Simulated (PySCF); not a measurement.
Spectrum to structure. Level of theory: TDDFT wB97X-D/def2-SVPD, vertical, gas phase, core orbitals frozen in the response (PySCF). Geometries: PBE0-D3(BJ)/def2-SVP, one conformer each.

| state | E (eV) | f |
| --- | --- | --- |
| S1 | 6.43 | 0.381 |
| S2 | 6.63 | 0.104 |
| S3 | 7.16 | 0.0075 |
| S4 | 7.21 | 0.035 |
| S5 | 7.49 | 0.031 |
| S6 | 7.66 | 0.033 |
| S7 | 7.84 | 0.0085 |
| S8 | 7.90 | 0.048 |
| S9 | 7.93 | 0.0005 |
| S10 | 8.03 | 0.030 |

Orbital energies (eV): HOMO-3 -10.59, HOMO-2 -10.23, HOMO-1 -9.69, HOMO -8.45, LUMO 1.95, LUMO+1 2.27, LUMO+2 2.35.

Question: Which structure fits? All have the formula C8H16Si.
A. `CC[C@@H]1C[C@@H](C2CC2)[SiH2]1`
B. `C=C1C[C@@H](CCC1)C[SiH3]`
C. `C[C@]12CC[C@](C[SiH3])(C1)C2`
D. `C=C[C@@H]1CC[Si@@H]1CCC`
E. `C=C[C@H]1C[Si@H](CCC)C1`

Answer: D. Its S1, at 6.43 eV, is the lowest among the candidates; the nearest of the others has S1 at 6.87 eV. S1 is HOMO→LUMO (82%), HOMO→LUMO+1 (9%). Löwdin shares by element: HOMO carbon 67% or more, silicon 10% (atoms not listed hold the other 23%); LUMO carbon 52% or more, silicon 13% (atoms not listed hold the other 35%). At the same level the other candidates give, for their lowest levels:
- `CC[C@@H]1C[C@@H](C2CC2)[SiH2]1`: 6.87 eV (f 0.027); 7.22 eV (f 0.039); 7.76 eV (f 0.028); 7.83 eV (f 0.016); 7.87 eV (f 0.007); T1 6.51 eV; HOMO -9.32, LUMO 1.98 eV
- `C[C@]12CC[C@](C[SiH3])(C1)C2`: 7.91 eV (f 0.039); 8.41 eV (f 0.026); 8.44 eV (f 0.010); 8.51 eV (f 0.021); 8.63 eV (f 0.026); T1 7.64 eV; HOMO -9.71, LUMO 2.08 eV
- `C=C[C@H]1C[Si@H](CCC)C1`: 7.14 eV (f 0.003); 7.34 eV (f 0.688); 7.48 eV (f 0.052); 7.72 eV (f 0.039); 7.78 eV (f 0.008); T1 4.50 eV; HOMO -9.11, LUMO 2.05 eV
- `C=C1CCC[C@@H](C[SiH3])C1`: 7.01 eV (f 0.371); 7.20 eV (f 0.076); 7.77 eV (f 0.001); 8.06 eV (f 0.021); 8.14 eV (f 0.002); T1 4.42 eV; HOMO -8.89, LUMO 1.97 eV

Shape of the structure used: `[CH2:1]=[CH:2][C@@H:3]1[CH2:4][CH2:5][Si@@H:6]1[CH2:7][CH2:8][CH3:9]`: C1–C2–C3–C4 -136°, C5–Si6–C7–C8 76°, Si6–C7–C8–C9 180°.
Triplets come from the Tamm–Dancoff approximation.

Without π bonds the low states are Rydberg-like; a valence basis with one diffuse set may place them up to an eV too high.
